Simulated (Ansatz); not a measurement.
Breaking the Zn1–H2 bond in HIZn (SMILES [ZnH][I]) (multiplicity 1 held, fragments rigid). Energies count from the point at 1.531 Å.
Geometry at that point (charge 0, multiplicity 1):
```xyz
3

Zn     0.0000     0.0000    -1.5252
H      0.0000     0.0000    -3.0559
I      0.0000     0.0000     0.9210
```

U- levels take the lowest unrestricted solution at each point, which mixes spins at long bonds. Active spaces are followed from a long bond inwards. Curves can end on different states.

Correlated levels freeze the cores. Filled d and f shells under p-block atoms count as core.

Programs: Ansatz (Gaussian orbitals). Values without a source in brackets are computed. In def2 rows elements past Kr take small-core potentials, without spin–orbit coupling.

### Question
What is the computed energy at R = 4.898 Å (FIC-MRCISD+Q on CASSCF(2,2)/def2-SVP)?

### Answer
75.5 kcal/mol

### Question
Estimate the energy at R = 4.898 Å that U-CCSD/def2-SVP returns for this input.

### Answer
74.8 kcal/mol

### Question
Give the energy at R = 4.898 Å at the level SC-NEVPT2 on CASSCF(2,2)/def2-SVP.

### Answer
72.2 kcal/mol

Doubts at one or more of the structures used: a spin-contaminated determinant (U-CCSD/def2-SVP).

Ansatz is an electronic-structure program.
